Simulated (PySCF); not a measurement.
## Pd²⁺: excitation energy

Pd²⁺ [Kr] 4d8 (3F) → Pd²⁺ [Kr] 4d7 5p1 (high-spin determinant), as a difference of total energies. Calculation: PySCF 2.14, in x2c-TZVPPall (8s6p6d2f1g, 79 functions); the spin-free X2C one-electron Hamiltonian (Gaussian nucleus). Correlated levels: valence: [Kr] frozen; valence and next inner shell: [Ar] 3d10 frozen. The calculations carry no spin-orbit coupling.

```csv
method,excitation energy (eV)
UHF,12.423
LDA,13.187
PBE,13.030
PBE0,13.121
r2SCAN,13.132
wB97M-V,13.439
r2SCAN0,13.177
B97-3,13.495
wB97X-V,13.525
MP2 (valence),13.399
SCS-MP2 (valence),13.638
MP2 (valence and next inner shell),13.284
SCS-MP2 (valence and next inner shell),13.381
```

Q: How much does correlation contribute at MP2 (valence and next inner shell)?

A: 13.284 − (12.423) = 0.861 eV, measured against UHF.

A first-order spin-orbit estimate (lowest level to lowest level, LS coupling) adds 0.105 eV.

The basis was made for the ground configuration and has no added diffuse functions, so the excitation energy can come out too high.

The determinant of the upper state mixes LS terms, which raises its energy above the lowest term, most at the Hartree-Fock and MP2 levels.
